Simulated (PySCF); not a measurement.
OS2, SMILES [O-][S+]=S. Geometry: PBE-D3(BJ)/def2-TZVP.

Computed equilibrium geometry at PBE-D3(BJ)/def2-TZVP (PySCF confirms it by a frequency run) as a Z-matrix, and its point group:
point group Cs.
```
S
O 1 1.4797
S 1 1.9104 2 117.95
```
Charge 0, spin multiplicity 1.
